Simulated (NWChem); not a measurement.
System: Si2H3Cl3; SMILES [Si](Cl)(Cl)(Cl)[SiH3]

```xyz
8

Si     0.0000     0.0000    -2.3040
Si     0.0000     0.0000     0.0326
Cl    -1.7998    -0.7354     0.7546
Cl     0.2630     1.9264     0.7546
Cl     1.5368    -1.1910     0.7546
H     -0.1936    -1.4095    -2.7864
H      1.3175     0.5371    -2.7864
H     -1.1238     0.8724    -2.7864
```
Atoms are numbered in this order, from 1.

Level: PBE-D3(BJ)/def2-SVP (NWChem), optimised geometry, unscaled harmonic frequencies. 

Q: List the harmonic frequencies with IR intensities, and the thermochemistry.

A: 
```
frequency (cm⁻¹)  IR intensity (km/mol)
----------------  ---------------------
92                                  0.3
92                                  0.3
122                                 0.0
170                                 2.7
170                                 2.7
192                                15.3
356                                 4.0
492                                31.4
492                                31.4
550                               109.9
593                               103.1
593                               103.1
826                               180.6
895                                35.2
895                                35.2
2167                               35.0
2188                               56.9
2188                               57.0
```

```yaml
zero_point_energy: 18.7 kcal/mol
thermal correction to the enthalpy at 298.15 K (with zero-point energy): 24.5 kcal/mol
heat capacity Cv: 26.4 cal/(mol K)
entropy at 298.15 K and 1 atm (symmetry number 3): 90.4 cal/(mol K)
dipole_moment: 1.46 D
```

Rigid rotor and harmonic oscillator; modes under 100 cm⁻¹ make the entropy uncertain.
